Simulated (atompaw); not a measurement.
PBE PAW (atompaw) dataset for Nb, scalar-relativistic all-electron reference.

Input for atompaw 4.2.0.5:

```
Nb 41
GGA-PBE scalarrelativistic loggrid 1500 logderivrange -6 5 276
5 5 4 0 0 0
5 0 1
5 1 0
4 2 4
0 0 0
c
c
c
v
v
c
c
v
v
c
v
2
2.80 2.30 1.90 1.80
n
n
y
0.45
n
bloechl sinc
3 0.5 troulliermartins
PWSCFOUT
UPFDX 0.0125d0 UPFXMIN -7.d0 UPFZMESH 41.d0
END
```

Command:

```bash
atompaw < Nb.input > Nb.log
```

The program printed (summary file):

```
Completed calculations for Nb (AE)

 Exchange-correlation type: GGA, Perdew-Burke-Ernzerhof

 Radial integration grid is logarithmic
 r0 =   2.0915511E-04 h =   8.5753594E-03   n =      1500 rmax =   8.0000000E+01

 Scalar relativistic calculation

 AEatom converged in  33 iterations
   nz     =  41.00
   delta  =       4.879505749679E-16

 All Electron Orbital energies:
  n  l      occupancy      energy
  1  0      2.0000000E+00 -1.3824058E+03
  2  0      2.0000000E+00 -1.9336355E+02
  3  0      2.0000000E+00 -3.2262454E+01
  4  0      2.0000000E+00 -4.2918744E+00
  5  0      1.0000000E+00 -2.9267998E-01
  2  1      6.0000000E+00 -1.7265383E+02
  3  1      6.0000000E+00 -2.5492400E+01
  4  1      6.0000000E+00 -2.5372551E+00
  5  1      0.0000000E+00 -8.1638024E-02
  3  2      1.0000000E+01 -1.4427118E+01
  4  2      4.0000000E+00 -2.2346236E-01

 Total energy
   Total                    :    -7639.22426351919512

 ---
 Completed calculations for Nb (SC)

 Exchange-correlation type: GGA, Perdew-Burke-Ernzerhof

 Radial integration grid is logarithmic
 r0 =   2.0915511E-04 h =   8.5753594E-03   n =      1500 rmax =   8.0000000E+01

 Scalar relativistic calculation

 SCatom converged in   1 iterations
   nz     =  41.00
   delta  =       8.328775091080E-17

 Valence Electron Orbital energies:
  n  l      occupancy      energy
   4  0      2.0000000E+00 -4.2918744E+00
   5  0      1.0000000E+00 -2.9267998E-01
   4  1      6.0000000E+00 -2.5372551E+00
   5  1      0.0000000E+00 -8.1638025E-02
   4  2      4.0000000E+00 -2.2346236E-01

 Total energy
   Total                    :    -7639.22426352585808
   Valence                  :     -333.51679623576780

 PAW parameters:
       lmax =            2
         rc =    2.8223362261513758
        irc =         1110
   rc_shape =    2.3170980632492739
    rc_vloc =    1.9022979861075211
    rc_core =    1.8068855278836968
   Vloc: Norm-conserving Troullier-Martins with l= 3;e=   5.0000E-01
   Projector type: Bloechl + Gram-Schmidt ortho.
   Sinc^2 compensation charge shape zeroed at   2.3171E+00

 Number of basis functions     6
 No.   n  nodes  l      Energy         Cp coeff         Occ
  1    4    3    0   -0.4291874E+01 -0.9921233E+01  0.2000000E+01
  2    5    4    0   -0.2926800E+00 -0.9201927E+01  0.1000000E+01
  3    4    2    1   -0.2537255E+01 -0.5681369E+01  0.6000000E+01
  4    5    3    1   -0.8163802E-01 -0.7002429E+01  0.0000000E+00
  5    4    1    2   -0.2234624E+00 -0.2300279E+01  0.4000000E+01
  6  999    2    2    0.4500000E+00 -0.2707638E+01  0.0000000E+00

 Eigenvalues of overlap operator (in the basis of projectors):
    1        1.75107579E-02
    2        1.80441566E-02
    3        1.43996943E-01
    4        1.07548383E+00
    5        9.28535185E+00
    6        1.67910101E+01

 Orbital leakage outside PAW augmentation regions
   orb  is_core?  %out_of_sphere
   1 0    T           0.00
   2 0    T          -0.00
   3 0    T           0.00
   4 0    F           0.16
   5 0    F          72.98
   2 1    T           0.00
   3 1    T           0.00
   4 1    F           0.83
   5 1    F          92.26
   3 2    T           0.00
   4 2    F          23.35

 Summary of PAW energies
   Total valence energy     :   -333.51679708354106
   Smooth energy            :   -383.86441889436185
   One center               :     50.34762181082078
   Smooth kinetic           :    153.90578123444988
   Vloc energy              :   -499.62923852496738
   Smooth exch-corr         :    -78.43088059392107
   One-center xc            :   -158.90043766744702

  Detected negative values for pseudo core + nhat
    which may cause trouble
  Please try reducing rc_core and or adjusting compensation charge shape
```

The run took about 6.4 s on one core of a shared server CPU.
